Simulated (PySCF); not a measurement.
Geometry (Å), atoms numbered from 1 in this order:
```xyz
19

C     3.1051    1.3514    0.8200
C     2.2514    0.3404    0.8435
N     0.9806    0.4121    0.2848
N     0.5282    1.5123   -0.3170
N    -0.6642    1.2987   -0.7361
C    -1.0248    0.0396   -0.4151
O    -2.2150   -0.5161   -0.7054
C    -3.1082    0.3353   -1.3968
C     0.0274   -0.5674    0.2530
C     0.1661   -1.9286    0.8216
H     4.0810    1.2652    1.2603
H     2.8366    2.2840    0.3567
H     2.4748   -0.6145    1.2967
H    -4.0119   -0.2486   -1.5586
H    -3.3322    1.2258   -0.8043
H    -2.6826    0.6491   -2.3531
H     0.9902   -2.4680    0.3535
H     0.3441   -1.8889    1.8968
H    -0.7564   -2.4726    0.6394
```

PySCF 2.14.0 with density-fitted response routines calculation with GIAO PBE0/pcSseg-1 shieldings and structure optimised with GFN2-xTB; rapidly exchanging positions averaged, non-relativistic, single conformer, in vacuum.

δ = σ(ref) − σ, references computed at the same level: 13C (σref 186.93), 1H (σref 31.72) vs TMS; 15N (σref 267.73) against NH3; 17O (σref 336.08) against H2O.

| atoms | nucleus | count | Hirshfeld charge | δ (ppm) |
| --- | --- | --- | --- | --- |
| H11 | 1H | 1 | 0.06 | ? |
| C8 | 13C | 1 | -0.04 | 58.0 |
| C2 | 13C | 1 | 0.00 | 132.7 |
| C1 | 13C | 1 | -0.10 | 109.8 |
| N4 | 15N | 1 | -0.08 | 372.2 |
| C6 | 13C | 1 | 0.07 | 165.2 |
| N5 | 15N | 1 | -0.15 | ? |
| H17/H18/H19 | 1H | 3 | 0.05 | 2.31 |
| H14/H15/H16 | 1H | 3 | 0.05 | ? |
| C10 | 13C | 1 | -0.11 | ? |
| N3 | 15N | 1 | 0.04 | 275.8 |
| C9 | 13C | 1 | 0.01 | 118.8 |
| H12 | 1H | 1 | 0.05 | ? |
| H13 | 1H | 1 | 0.06 | 7.03 |
| O7 | 17O | 1 | -0.12 | 69.2 |

Question: Fill in the missing shifts.

Answer: 
- C10: 8.1 ppm, methyl carbon on an aromatic ring; saturated and bonded to C and H only
- H12: 6.92 ppm, hydrogen on a terminal =CH2 carbon; olefinic region
- H11: 5.34 ppm, hydrogen on a terminal =CH2 carbon; a vinylic proton, deshielded by the sp2 carbon and the C=C anisotropy
- H14/H15/H16: 4.31 ppm, hydrogen on a methyl carbon bonded to O; its carbon carries O, hence the downfield position
- N5: 355.7 ppm, pyridine-type nitrogen of an azole

Shifts are as computed. Against solution values, carbons near 30 ppm lie about +3 ppm off and those near 130 ppm about +5 ppm. Of 1211 compounds with measured shifts, 218 miss one by over three times the rms of a fit or turn the order of signals round; such compounds aren't used in these exercises. Experimental scales use liquid or dissolved standards, which lie at an offset from isolated NH3 (liquid NH3: subtract about 20 ppm) and H2O (liquid H2O: subtract about 36 ppm). Unscaled 15N shifts of sp2 nitrogen come out 20 to 40 ppm too high even then.
